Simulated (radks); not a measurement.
Initial-state core-level shifts of the iron ion Fe+ when its valence configuration changes from [Ar] 3d6 4s1. All-electron calculation, Dirac Kohn-Sham, PBE, spin-unpolarised, spherical densities, finite nucleus; open shells fill j = l - 1/2 first; Fermi nuclear charge, rms radius 3.7377 fm. Program: a radial shooting solver on a logarithmic mesh with Libxc functionals. Shifts are changes of the shell-averaged eigenvalues in eV (positive: less bound); the change of the density at the nucleus, which sets a Mossbauer isomer shift, is in e/bohr^3, on a base of 1.51e+04.

valence               1s       2p       3s       3p  density at nucleus
3d6.5 4s0.5       +2.835   +3.163   +2.846   +2.759              -4.674
3d7               +5.286   +5.890   +5.364   +5.203              -8.653
3d6 4p1           -1.456   -1.378   -1.453   -1.452              -7.387
3d5 4s2           -6.745   -7.564   -6.534   -6.323             +11.768
3d6 4s0.5 4p0.5   -0.737   -0.698   -0.735   -0.735              -3.621
3d5 4s1 4p1       -8.178   -8.942   -7.954   -7.737              +3.549
3d4 4s1 4p2      -17.487  -19.273  -16.617  -16.139              +8.147
3d3 4s2 4p2      -26.647  -29.696  -24.599  -23.850             +25.210
3d2 4s1 4p4      -39.275  -43.738  -35.421  -34.377             +20.172
